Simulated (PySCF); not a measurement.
# From computed data to an observable: chemical shift, span and skew from a shielding tensor

ZnFCl, SMILES [F][Zn][Cl]. Atoms are numbered in the order given.

```xyz
3

Zn     0.0000     0.0000    -0.3480
F      0.0000     0.0000    -2.0819
Cl     0.0000     0.0000     1.7163
```

The structure is a stationary point at r2SCAN-D4/def2-TZVP.

GIAO shieldings from PBE0/pcSseg-2 (PySCF), non-relativistic, no solvent. The symmetric part of the tensor of F2 has the principal values 375.5, 375.5, 490.9 ppm. The same nucleus in CFCl3 has σ = 165.8 ppm at this level (PySCF, at its B3LYP-D3(BJ)/def2-TZVP geometry). Without spin–orbit terms, shifts of atoms bonded to Cl or Br come out too high.

### Question
Work out the isotropic shielding, the ¹⁹F shift against CFCl3, the span and the skew.

### Answer

σ(iso) = (σ11 + σ22 + σ33)/3 = 414.0 ppm. δ = σ(ref) − σ(iso) = 165.8 − (414.0) = -248.2 ppm.
Span Ω = σ33 − σ11 = 115.4 ppm. Skew κ = 3(σ(iso) − σ22)/Ω = 1.00, an axial tensor. Tumbling in solution averages the tensor to δ; in a static solid the shielding alone would spread this spin-1/2 line over Ω.
